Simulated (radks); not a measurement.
Values are calculated unless marked as measured or tabulated.
Polarisability of the lead ion Pb4+, [Xe] 4f14 5d10, at imaginary frequency. Level of theory: scalar-relativistic Kohn-Sham, LDA (Slater exchange, VWN5 correlation), spin-unpolarised, spherical densities, finite nucleus; Fermi nuclear charge, rms radius 5.5012 fm (a radial shooting solver on a logarithmic mesh with Libxc functionals). Response by self-consistent Sternheimer equations with the Hartree and adiabatic LDA kernel, the relativistic mass of each level held fixed and spin-orbit coupling left out.

w (hartree)  alpha1(iw) (bohr^3)  alpha2(iw) (bohr^5)
0.00266                    3.848                11.66
0.0143                     3.848                11.66
0.0360                     3.846                11.63
0.0697                     3.840                11.55
0.118                      3.824                11.35
0.186                      3.790                10.95
0.280                      3.721                10.23
0.413                      3.588                9.173
0.605                      3.349                7.867
0.892                      2.958                6.488
1.35                       2.386                5.104
2.12                       1.663                3.650
3.59                      0.9243                2.139
6.94                      0.3721               0.8606
17.5                     0.09425               0.1763

Static values: alpha1 = 3.848 bohr^3 (0.5702 angstrom^3; uncoupled 6.124), alpha2 = 11.66 bohr^5, alpha3 = 37.93 bohr^7. C6 = 20.44, C8 = 246.1, triple-dipole C9 = 55.43 atomic units. One-pole (London) frequency 4 C6 / (3 alpha1^2) = 1.840 hartree, against 2.277 for minus the highest occupied eigenvalue.
